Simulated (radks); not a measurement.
Question: Spherical quantum dot in the effective-mass picture: electrons in a hard-walled sphere of radius 10.4, with a point charge +1 (a donor) at the centre, all in effective atomic units (hartree* = m*/eps^2 hartree, bohr* = eps/m* bohr), one dielectric constant everywhere. Calculated with a radial shooting solver with Libxc functionals: non-relativistic Kohn-Sham, LDA (Slater exchange, Perdew-Wang correlation), spin-polarised, spherical densities. Levels are named by radial order and angular momentum (1s, 1p, 1d, 2s, ...), and open shells are averaged over m. Results are scaled to m* = 0.072 and eps = 7.3, for which hartree* = 36.77 meV and bohr* = 5.365 nm. At N = 4 the configuration is 1s2 1p(up 2, down 0). Does electron 5 go into 2s down or 1p up or 2s up?

Answer: Into 1p up. The total energies of the other choices lie higher by 0.191 meV (2s up), 0.479 meV (2s down).
